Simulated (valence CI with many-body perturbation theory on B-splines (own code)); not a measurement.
## E1 transitions of Sm⁴⁷⁺

Calculated by relativistic CI+MBPT: five valence electrons over a frozen Dirac-Fock core [Ne], a basis of 9 s, 9 p, 8 d, 6 f, 3 g, 1 h functions for each j, with the one-electron correlation potential Σ1, the two-electron term Σ2, the three-electron term Σ3, Breit, model QED; selected CI, second order for the rest (own B-spline code, finite nucleus).

The last digits are not significant, and no measured levels were compared; by estimate large intervals hold to a few tenths of a per cent, small ones and those within an open d or f shell to about a per cent. Among the levels kept, up to 620 cm⁻¹ of a level comes from second order outside the variational space, and about a tenth of that is noise between levels of different J, which matters for small intervals.

Lines 101 to 150 of 211 in falling wavelength, among levels below 536.73 eV, chosen from the strongest by gf and those to the six lowest levels. Wavelengths and rates use the calculated energies. Electric multipoles are in the length gauge, E1 and E2 with the static RPA response of the core. Weak lines are less certain than strong ones. Lines between different terms over intervals too small for the method are left out, as are lines whose strength nearly cancels. The highest levels of a list are the least certain.

Levels are named by their leading jj configuration (3d3/2^4 stands for four electrons in 3d with j = 3/2), which in mixed levels can hold well under half, so a name can repeat and another be missing. Letters in brackets count levels of one name in rising energy.

```tsv
λ vac (Å)	Upper	Lower	A (s⁻¹)	S (a.u.) with core polarisation	S without
62.32	(3s^2 3p1/2 3p3/2 3d3/2) J=3/2 [b]	(3s^2 3p1/2 3p3/2^2) J=1/2	1.62e+08	7.75e-05	7.89e-05
62.23	(3s^2 3p1/2 3p3/2 3d3/2) J=1/2 [b]	(3s^2 3p1/2 3p3/2^2) J=1/2	3.50e+08	8.32e-05	8.55e-05
61.95	(3s 3p1/2^2 3p3/2 3d5/2) J=5/2 [b]	(3s^2 3p1/2 3p3/2 3d3/2) J=7/2	9.38e+08	6.61e-04	6.72e-04
61.59	(3s^2 3p1/2 3p3/2 3d5/2) J=3/2 [a]	(3s^2 3p1/2 3p3/2^2) J=1/2	4.30e+08	1.98e-04	2.01e-04
61.37	(3s 3p1/2^2 3p3/2 3d5/2) J=5/2 [a]	(3s 3p1/2^2 3p3/2^2) J=3/2	2.02e+09	1.39e-03	1.41e-03
60.64	(3s^2 3p1/2 3p3/2 3d3/2) J=5/2 [b]	(3s^2 3p1/2 3p3/2^2) J=5/2	1.37e+09	9.04e-04	9.21e-04
59.90	(3s^2 3p1/2 3p3/2 3d5/2) J=7/2 [a]	(3s^2 3p1/2 3p3/2^2) J=5/2	4.61e+08	3.91e-04	3.97e-04
59.64	(3s 3p1/2^2 3p3/2 3d5/2) J=5/2 [b]	(3s^2 3p1/2 3p3/2 3d3/2) J=3/2 [a]	1.48e+09	9.32e-04	9.44e-04
59.10	(3s 3p1/2^2 3p3/2 3d5/2) J=3/2 [a]	(3s 3p1/2^2 3p3/2^2) J=1/2	6.76e+09	2.75e-03	2.79e-03
59.09	(3s 3p1/2^2 3p3/2 3d5/2) J=3/2 [a]	(3s 3p1/2^2 3p3/2^2) J=3/2	1.71e+10	6.98e-03	7.08e-03
58.77	(3s^2 3p3/2^2 3d3/2) J=3/2 [b]	(3s^2 3p3/2^3) J=3/2	2.33e+09	9.32e-04	9.49e-04
58.74	(3s^2 3p1/2 3p3/2 3d3/2) J=3/2 [b]	(3s^2 3p1/2 3p3/2^2) J=5/2	4.06e+08	1.63e-04	1.67e-04
58.19	(3s^2 3p3/2^2 3d5/2) J=1/2	(3s^2 3p3/2^3) J=3/2	1.83e+10	3.55e-03	3.60e-03
58.09	(3s^2 3p1/2 3p3/2 3d5/2) J=3/2 [a]	(3s^2 3p1/2 3p3/2^2) J=5/2	5.02e+09	1.94e-03	1.97e-03
57.90	(3s^2 3p1/2 3p3/2 3d3/2) J=5/2 [b]	(3s^2 3p1/2 3p3/2^2) J=3/2	4.68e+09	2.69e-03	2.73e-03
56.98	(3s^2 3p1/2 3p3/2 3d5/2) J=5/2 [a]	(3s^2 3p1/2 3p3/2^2) J=5/2	3.00e+10	1.64e-02	1.67e-02
56.16	(3s^2 3p1/2 3p3/2 3d3/2) J=3/2 [b]	(3s^2 3p1/2 3p3/2^2) J=3/2	1.19e+07	4.18e-06	4.04e-06
56.09	(3s^2 3p1/2 3p3/2 3d3/2) J=1/2 [b]	(3s^2 3p1/2 3p3/2^2) J=3/2	3.16e+09	5.51e-04	5.59e-04
55.57	(3s^2 3p1/2 3p3/2 3d5/2) J=3/2 [a]	(3s^2 3p1/2 3p3/2^2) J=3/2	4.03e+10	1.36e-02	1.38e-02
54.93	(3s 3p1/2^2 3p3/2 3d5/2) J=5/2 [a]	(3s 3p1/2^2 3p3/2^2) J=5/2	5.60e+10	2.75e-02	2.79e-02
54.88	(3s^2 3p1/2^2 3d5/2) J=5/2	(3s^2 3p1/2^2 3p3/2) J=3/2	7.52e+10	3.68e-02	3.74e-02
54.69	(3s 3p1/2^2 3p3/2 3d3/2) J=5/2 [a]	(3s^2 3p1/2^2 3d5/2) J=5/2	3.58e+07	1.73e-05	1.77e-05
54.55	(3s^2 3p1/2 3p3/2 3d5/2) J=5/2 [a]	(3s^2 3p1/2 3p3/2^2) J=3/2	1.18e+10	5.65e-03	5.74e-03
54.26	(3s 3p1/2^2 3p3/2 3d3/2) J=3/2 [a]	(3s^2 3p1/2^2 3d5/2) J=5/2	4.44e+08	1.40e-04	1.42e-04
54.07	(3s 3p1/2^2 3p3/2 3d5/2) J=1/2	(3s 3p1/2^2 3p3/2^2) J=1/2	1.36e+11	2.11e-02	2.15e-02
54.06	(3s 3p1/2^2 3p3/2 3d5/2) J=1/2	(3s 3p1/2^2 3p3/2^2) J=3/2	1.39e+10	2.17e-03	2.20e-03
53.62	(3s^2 3p1/2 3p3/2 3d5/2) J=3/2 [b]	(3s^2 3p1/2 3p3/2^2) J=1/2	1.08e+11	3.28e-02	3.33e-02
53.10	(3s 3p1/2^2 3p3/2 3d5/2) J=3/2 [a]	(3s 3p1/2^2 3p3/2^2) J=5/2	1.96e+10	5.78e-03	5.87e-03
53.05	(3s^2 3p1/2 3p3/2 3d5/2) J=1/2	(3s^2 3p1/2 3p3/2^2) J=1/2	1.65e+11	2.43e-02	2.47e-02
53.04	(3s 3p1/2^2 3p3/2 3d3/2) J=7/2	(3s^2 3p1/2^2 3d5/2) J=5/2	4.99e+09	2.94e-03	2.99e-03
53.01	(3s 3p1/2^2 3p3/2 3d5/2) J=7/2 [a]	(3s 3p1/2^2 3p3/2^2) J=5/2	1.22e+11	7.17e-02	7.28e-02
52.99	(3s 3p1/2^2 3p3/2 3d5/2) J=5/2 [b]	(3s 3p1/2^2 3p3/2^2) J=3/2	2.02e+11	8.91e-02	9.05e-02
52.65	(3s 3p1/2^2 3p3/2 3d5/2) J=3/2 [b]	(3s 3p1/2^2 3p3/2^2) J=1/2	9.03e+10	2.60e-02	2.64e-02
52.64	(3s 3p1/2^2 3p3/2 3d5/2) J=3/2 [b]	(3s 3p1/2^2 3p3/2^2) J=3/2	1.63e+10	4.70e-03	4.77e-03
52.39	(3s^2 3p1/2 3p3/2 3d5/2) J=7/2 [b]	(3s^2 3p1/2 3p3/2^2) J=5/2	2.15e+11	1.22e-01	1.24e-01
52.13	(3s^2 3p1/2 3p3/2 3d5/2) J=5/2 [b]	(3s^2 3p1/2 3p3/2^2) J=5/2	4.34e+10	1.82e-02	1.85e-02
50.95	(3s^2 3p1/2 3p3/2 3d5/2) J=3/2 [b]	(3s^2 3p1/2 3p3/2^2) J=5/2	4.23e+10	1.10e-02	1.12e-02
50.14	(3s 3p1/2^2 3p3/2 3d5/2) J=7/2 [b]	(3s 3p1/2^2 3p3/2^2) J=5/2	1.00e+11	4.99e-02	5.07e-02
50.09	(3s^2 3p1/2 3p3/2 3d5/2) J=5/2 [b]	(3s^2 3p1/2 3p3/2^2) J=3/2	3.48e+11	1.30e-01	1.32e-01
49.91	(3s 3p1/2^2 3p3/2 3d3/2) J=3/2 [b]	(3s^2 3p1/2^2 3d5/2) J=5/2	4.42e+09	1.09e-03	1.10e-03
49.00	(3s^2 3p1/2 3p3/2 3d5/2) J=3/2 [b]	(3s^2 3p1/2 3p3/2^2) J=3/2	2.29e+09	5.31e-04	5.40e-04
48.52	(3s^2 3p1/2 3p3/2 3d5/2) J=1/2	(3s^2 3p1/2 3p3/2^2) J=3/2	6.57e+10	7.40e-03	7.52e-03
48.12	(3s 3p1/2^2 3p3/2 3d5/2) J=5/2 [b]	(3s 3p1/2^2 3p3/2^2) J=5/2	3.08e+10	1.02e-02	1.03e-02
47.83	(3s 3p1/2^2 3p3/2 3d5/2) J=3/2 [b]	(3s 3p1/2^2 3p3/2^2) J=5/2	2.79e+10	6.03e-03	6.13e-03
47.60	(3s 3p1/2^2 3p3/2 3d3/2) J=5/2 [b]	(3s^2 3p1/2^2 3d5/2) J=5/2	3.59e+09	1.15e-03	1.17e-03
46.57	(3s 3p1/2 3p3/2^3) J=3/2 [a]	(3s^2 3p1/2 3p3/2^2) J=1/2	1.64e+10	3.26e-03	3.32e-03
45.90	(3s 3p1/2^2 3p3/2 3d3/2) J=5/2 [a]	(3s^2 3p1/2^2 3d3/2) J=3/2	9.51e+08	2.72e-04	2.77e-04
45.60	(3s 3p1/2^2 3p3/2 3d3/2) J=3/2 [a]	(3s^2 3p1/2^2 3d3/2) J=3/2	8.45e+09	1.58e-03	1.61e-03
45.39	(3s 3p1/2^2 3p3/2 3d3/2) J=1/2 [a]	(3s^2 3p1/2^2 3d3/2) J=3/2	9.43e+08	8.70e-05	8.85e-05
45.01	(3s 3p1/2^2 3p3/2 3d5/2) J=5/2 [a]	(3s^2 3p1/2^2 3d5/2) J=5/2	6.72e+10	1.82e-02	1.85e-02
```
